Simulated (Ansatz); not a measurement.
Cost and result up the ladder for `CCC(CC(C)c1ccc(Cl)cc1)c1ccc(Cl)cc1` (40 atoms). Total charge 0; singlet. Geometry: r2SCAN-D4/def2-SVP.

```xyz
40

C     2.541    1.063    3.088
C     2.173    1.163    1.613
C     1.153    0.105    1.152
C     0.934    0.199   -0.368
C    -0.086   -0.796   -0.951
C     0.315   -2.255   -0.711
C    -0.316   -0.498   -2.420
C    -1.517    0.086   -2.851
C    -1.740    0.394   -4.196
C    -0.740    0.113   -5.131
Cl   -1.001    0.491   -6.813
C     0.469   -0.467   -4.733
C     0.670   -0.767   -3.385
C    -0.151    0.212    1.918
C    -0.568   -0.805    2.789
C    -1.768   -0.716    3.500
C    -2.570    0.416    3.338
Cl   -4.071    0.543    4.213
C    -2.181    1.450    2.480
C    -0.979    1.339    1.780
H     2.957    0.070    3.328
H     1.661    1.217    3.733
H     3.296    1.815    3.363
H     1.770    2.169    1.392
H     3.080    1.059    0.991
H     1.586   -0.886    1.381
H     1.908    0.057   -0.873
H     0.612    1.225   -0.624
H    -1.048   -0.623   -0.436
H     1.324   -2.468   -1.103
H     0.319   -2.493    0.365
H    -0.391   -2.942   -1.202
H    -2.301    0.305   -2.117
H    -2.679    0.847   -4.522
H     1.241   -0.679   -5.478
H     1.620   -1.221   -3.084
H     0.063   -1.691    2.920
H    -2.083   -1.514    4.176
H    -2.819    2.330    2.366
H    -0.684    2.154    1.111
```

Ansatz on 2 threads of AMD EPYC 7R13 on a shared host and a share (18 GiB) of an NVIDIA H100 80GB HBM3. Times are rough, and most runs start from the orbitals of an earlier one. PBE0-D4/def2-TZVP serves as the yardstick here, not as an exact answer. Differences are given only for rows in sets of like size (and for xTB, whose basis is part of the method), since another set adds its own error. Binding counts from free atoms at the same level (C triplet, Cl doublet, H doublet; other spins of the atoms weren't run), without zero-point energy or a counterpoise term.

LC-ωPBE has ω = 0.4 bohr⁻¹. B3LYP takes the VWN-RPA correlation. HSE06 is defined as in plane-wave codes, on full-range PBE exchange. Correlated methods freeze 28 core orbitals. The rows differ in basis, and correlated rows in double-zeta sets carry the largest basis error. Single mean-field runs in def2-TZVP are fitted with def2-universal-jkfit.

Run but left out: HF/STO-3G, HF/6-31G (restricted singlet, unstable in another Hartree–Fock run and untested here).

Correlated methods converge slowly with the basis, most of all in double-zeta sets.

```tsv
level	functions	wall time	binding energy per atom (eV)	difference from PBE0-D4/def2-TZVP (eV)	remarks
PBE-D4/def2-SVP	388	2.9 s	4.93	–	–
B3LYP-D4/6-31G	228	2.9 s	4.62	–	–
PBE0-D4/def2-SVP	388	3.5 s	4.85	–	–
MP2/def2-SVP	388	3.6 s	4.64	–	restricted SCF unstable
PBE0-D4/def2-TZVP	752	3.6 s	4.79	0.00	–
PBE-D4/def2-TZVP (with forces)	752	6 s	4.87	0.08	–
LC-ωPBE/def2-TZVP	752	6 s	4.71	-0.08	–
HSE06-D4/def2-TZVP	752	6.5 s	4.79	0.00	–
r2SCAN-D4/def2-TZVP	752	7 s	4.74	-0.05	–
```
